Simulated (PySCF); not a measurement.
## Computed properties of C₂H₄Cl₂Si₂, SMILES C#C[Si]([SiH3])(Cl)Cl

C2H4Cl2Si2, SMILES [Si](Cl)(Cl)(C#C)[SiH3]. Geometry: B3LYP-D3(BJ)/def2-SVP. The structure was generated by enumeration, and PubChem lists no compound with its InChIKey, so it may never have been made. The values are those of a single conformer. All values are computed for the isolated molecule unless a solvent is named; none is compared with measurement here.

**Structure.** The optimised structure has Cs symmetry. All 24 harmonic modes at B3LYP-D3(BJ)/def2-SVP (PySCF) are real, so it is a minimum. With heavy atoms numbered as in [CH:1]#[C:2][Si:3]([SiH3:4])([Cl:5])[Cl:6], the shortest bond between them is C1–C2 at 1.217 Å and the longest Si3–Si4 at 2.336 Å.

**Vibrations.** The strongest infrared lines (harmonic, unscaled, degenerate partners summed) lie at 874 cm⁻¹ (227 km/mol, H 88 %, Si 11 %), 567 cm⁻¹ (124 km/mol, Si 68 %, Cl 15 %, H 11 %), 678 cm⁻¹ (123 km/mol, Si 57 %, C 37 %). The softest mode is at 82 cm⁻¹ and the zero-point energy is 30.3 kcal/mol.

**Electronic structure.** PBE0/def2-TZVP (PySCF) places the frontier levels at -8.30 and -1.13 eV, a gap of 7.17 eV, and gives a dipole moment of 2.11 D and a mean polarisability of 99.0 bohr³. PBE/def2-TZVP (PySCF) at the same geometry gives -7.14 and -2.01 eV, so its gap is 2.04 eV narrower. An orbital gap is neither the optical nor the fundamental gap.

**Excitations.** TDA-CAM-B3LYP/def2-SVPD (PySCF) has S1 at 5.74 eV (216 nm, f = 0.003, weak); the most intense of the 10 singlets computed lies at 7.75 eV (f = 0.32). T1 (TDA) is at 4.73 eV, 1.01 eV under S1. TDA-PBE/def2-SVPD (PySCF) puts S1 at 5.31 eV. No vertical singlet excitation falls in the visible range (under 3.1 eV).

**NMR.** GIAO shifts at KT2/pcSseg-1 (PySCF) (non-relativistic, atoms alike by connectivity averaged): ¹³C from 82.2 to 99.8 ppm against TMS; ¹H from 3.4 to 3.9 ppm against TMS; ²⁹Si from -94.3 to 7.7 ppm against TMS. Without spin–orbit terms, shifts of atoms bonded to Cl or Br come out too high.

**Solvation.** SMD-M06-2X/6-31G* (PySCF) gives 0.9 kcal/mol in water, -3.7 kcal/mol in ethylethanoate, -3.2 kcal/mol in 1-octanol (1 M in both phases, gas-phase geometry); of these solvents ethylethanoate holds the molecule best.
